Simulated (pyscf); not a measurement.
## H₃C–CH₂–CH₂–AlH–CH₃, singlet

Gas-phase minimum from PySCF at ωB97X-D3(BJ)/def2-SVP, one conformer. H₃C–CH₂–CH₂–AlH–CH₃ lies 9.8 kcal/mol over its isomer H₃C–CH₂–Al(CH₃)–CH₃, and others may lie lower still (electronic energy, ωB97M-D3(BJ)). 

SMILES: [CH2](CC)[AlH][CH3]
```xyz
16

C      1.8988    -0.9394     0.0958
C      1.0823     0.3533     0.0961
C     -0.4154     0.0945     0.3249
Al    -1.2486    -1.0233    -1.0626
C     -2.7665    -2.2095    -0.7034
H      1.5716    -1.6191    -0.7137
H      1.7843    -1.4808     1.0500
H      2.9736    -0.7522    -0.0575
H      1.2278     0.8697    -0.8696
H      1.4862     1.0342     0.8668
H     -0.5754    -0.3611     1.3206
H     -0.9664     1.0554     0.3611
H     -0.6710    -0.9377    -2.5487
H     -2.4518    -3.2663    -0.7863
H     -3.1985    -2.0753     0.3019
H     -3.5748    -2.0752    -1.4433
```
Charge 0, spin multiplicity 1.

Bonded distances (Å): C1–C2 1.529, C1–H6 1.107, C1–H7 1.103, C1–H8 1.102, C2–C3 1.537, C2–H9 1.105, C2–H10 1.105, C3–Al4 1.967, C3–H11 1.107, C3–H12 1.108, Al4–C5 1.960, Al4–H13 1.597, C5–H14 1.106, C5–H15 1.102 (the first ones only). Angles (°): C2–C1–H6 111.2, C2–C1–H7 111.1, C2–C1–H8 112.2, H6–C1–H7 107.5, H6–C1–H8 106.9, H7–C1–H8 107.8, C1–C2–C3 112.2, C1–C2–H9 109.0, C1–C2–H10 109.0, C3–C2–H9 109.7, C3–C2–H10 110.9, H9–C2–H10 105.9, C2–C3–Al4 113.8, C2–C3–H11 110.1 (the first ones only).

Properties at ωB97X-D3(BJ)/def2-SVP:

```yaml
harmonic_wavenumbers_unscaled: 24, 40, 113, 121, 209, 283, 379, 387, 535, 548, 642, 674, 705, 776, 805, 902, 992, 1016, 1099, 1208, 1225, 1231, 1309, 1366, 1416, 1427, 1434, 1437, 1475, 1483, 1492, 1917, 3034, 3037, 3046, 3055, 3085, 3099, 3123, 3132, 3153, 3157 cm⁻¹
zero_point_energy: 85.2 kcal/mol
rotational_symmetry_number: 1
Entropy of this conformer at 298 K and 1 atm, rigid rotor and harmonic oscillator, modes under 100 cm⁻¹ raised to 100: 370.0 J/(mol K)
dipole_moment: 0.70 D
```

Single-point totals, which compare only within one level:

| level | total energy (hartree) |
|---|---|
| ωB97X-D3(BJ)/def2-TZVP | -401.66808 |
| PBE/def2-TZVP | -401.16180 |
| r²SCAN/def2-TZVP | -401.40450 |
| B3LYP-D3(BJ)/def2-TZVP | -401.59359 |
| PBE0-D3(BJ)/def2-TZVP | -401.22993 |
| M06-2X/def2-TZVP | -401.42969 |
| ωB97M-D3(BJ)/def2-TZVP | -401.61954 |

The lowest mode is so soft that the shape along it may change with the basis. Soft torsions are taken as harmonic, which can shift the entropy by several J/(mol K).
